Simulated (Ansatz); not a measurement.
Mulliken charges of CH6AsNO (`CN[AsH]O`) from PBE/def2-TZVPP in Ansatz (PBE0-D4/def2-TZVP geometry).

| atom | x (Å) | y (Å) | z (Å) | charge (e) |
| --- | --- | --- | --- | --- |
| C1 | 0.185 | 1.287 | -0.009 | -0.168 |
| N2 | -0.905 | 0.343 | -0.156 | -0.297 |
| As3 | -0.597 | -1.409 | -0.540 | 0.305 |
| O4 | 0.776 | -1.858 | 0.555 | -0.398 |
| H5 | 0.819 | 1.097 | 0.865 | 0.105 |
| H6 | -0.209 | 2.305 | 0.061 | 0.089 |
| H7 | 0.821 | 1.238 | -0.896 | 0.084 |
| H8 | -1.622 | 0.457 | 0.546 | 0.129 |
| H9 | 0.373 | -1.076 | -1.669 | -0.020 |
| H10 | 0.443 | -2.436 | 1.246 | 0.171 |

Q: By hand: the dipole of these point charges (1 e Å = 4.8032 D).

A: Σ q r = (-0.258, 0.080, 0.000) e Å, of length 0.270 e Å = 1.30 D.

Q: How does the dipole of the full density compare? (Best estimate.)

A: The calculation gave: (-0.194, 0.080, 0.231) e Å, 1.50 D; the point charges give 0.87 times that, at 48° from its direction.

Point charges leave out the atoms' own dipoles, such as those of lone pairs, and Mulliken's split depends on the basis, so the two needn't agree.
